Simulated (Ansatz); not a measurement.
Basis-set series for tetramethyl orthosilicate (TMOS), C4H12O4Si. Charge 0, multiplicity 1. The structure was optimised at the PBE0-D4/def2-TZVP level. It is one conformer, not always the lowest.

```tsv
functional	basis	functions	energy (Eh)	HOMO (eV)	LUMO (eV)
PBE0-D4	def2-SVP	190	-749.11532	-7.93	1.73
PBE0-D4	def2-QZVPP	886	-749.81350	-8.12	0.63
ωB97M-V	def2-SVP	190	-749.53319	-10.34	3.39
ωB97M-V	def2-QZVPP	886	-750.24713	-10.55	1.74
```

(1) Give the rows for def2-TZVPP. (Best estimate.)

Answers

(1) Ansatz gave: 
```json
{"functional": "PBE0-D4", "basis": "def2-TZVPP", "functions": "458", "energy (Eh)": "-749.77617", "HOMO (eV)": "-8.09", "LUMO (eV)": "1.13"}
{"functional": "ωB97M-V", "basis": "def2-TZVPP", "functions": "458", "energy (Eh)": "-750.21160", "HOMO (eV)": "-10.51", "LUMO (eV)": "2.61"}
```

Positive LUMOs are unbound and depend on the basis.
